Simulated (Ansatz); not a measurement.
Total energies of SiPt₂ (the lowest singlet isomer of a short search) from Ansatz at PBE-D4/def2-TZVP, gas phase (1 Eh = 27.2114 eV = 2625.5 kJ/mol). The reference geometry is relaxed at PBE0-D4/def2-TZVP.

```
atom    x (Å)    y (Å)    z (Å)
 Pt1  -0.4147  -1.7514  -1.0252
 Pt2   0.4146   1.7514   1.0252
 Si3   0.0000   0.0000   0.0000
```

| state | geometry | energy (Eh) |
| --- | --- | --- |
| charge 0 singlet | reference | -528.20121 |
| charge 1 doublet | reference | -527.90330 |
| charge 1 doublet | relaxed at PBE0-D4/def2-TZVP | -527.90375 |
| charge 0 triplet | relaxed at PBE0-D4/def2-TZVP | -528.16353 |
| charge 0 quintet | relaxed at PBE0-D4/def2-TZVP | -528.06321 |
| free Pt atom (triplet) | – | -119.30159 |
| free Si atom (triplet) | – | -289.22285 |

In the def2 sets Pt takes a core potential; there is no spin–orbit coupling.

Task: Work out the vertical ionisation energy to the doublet.

Result: E(charge 1 doublet) − E(charge 0 singlet) = -527.90330 − (-528.20121) = 0.29791 Eh = 8.11 eV. For comparison, −ε of the highest occupied level is 5.50 eV at this level, 2.61 eV less.

Task: How much does the charge 1 doublet relax, and what is the adiabatic ionisation energy?

Result: Relaxation: -527.90330 − (-527.90375) = 0.00045 Eh = 0.01 eV. Adiabatic ionisation energy: 0.29746 Eh = 8.09 eV, without zero-point energy. 

Task: Which of the charge 0 states is lowest, and how far above it are the others?

Result: The singlet. triplet: -528.16353 − (-528.20121) = 0.03768 Eh = 98.9 kJ/mol; quintet: -528.06321 − (-528.20121) = 0.13800 Eh = 362.3 kJ/mol. The triplet differs in its bonds from the reference.

Task: What is the binding energy per atom against free atoms?

Result: Atoms: 2 × (-119.30159) + 1 × (-289.22285) = -527.82603 Eh. Binding: -527.82603 − (-528.20121) = 0.37518 Eh = 10.21 eV, or 3.40 eV for each of 3 atoms (no zero-point energy, no counterpoise term).

At PBE-D4/def2-TZVP the gap within one spin of the charge 0 quintet nearly closes, so an electron or hole may be smeared out by delocalisation error. 

The structure comes from a short search, and lower isomers may exist.
